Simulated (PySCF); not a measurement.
# Cost of excited-state runs on `COC1=C[C@H]2C=C[C@@H]1C=C2`, C9H10O

Atoms are numbered as in `[CH3:1][O:2][C:3]1=[CH:4][C@H:5]2[CH:6]=[CH:7][C@@H:8]1[CH:9]=[CH:10]2` (H(Xn): hydrogen on atom n).

PySCF with density fitting, on 1 thread of an Arm Neoverse V2, shared host. Command: `OMP_NUM_THREADS=1 python excited_run.py task.json out`

Q: How long does each of these runs take, and how much memory?
- first hyperpolarisability, CAM-B3LYP/aug-cc-pVDZ; usual settings
- excited states, CAM-B3LYP/aug-cc-pVDZ; Tamm-Dancoff; spin-orbit couplings; 6 states; 5 triplets; quadratic response for 4 states
- excited states, CAM-B3LYP/aug-cc-pVDZ; two-photon moments; 8 states; quadratic response for 6 states; 0 triplets

A: 
| run | level | basis functions | wall time | peak memory (GiB) |
| --- | --- | --- | --- | --- |
| first hyperpolarisability | CAM-B3LYP/aug-cc-pVDZ | 320 | 92 s | 1.5 |
| excited states | CAM-B3LYP/aug-cc-pVDZ | 320 | 100 s | 1.4 |
| excited states | CAM-B3LYP/aug-cc-pVDZ | 320 | 2.1 min | 1.4 |

Times from a shared host are rough.
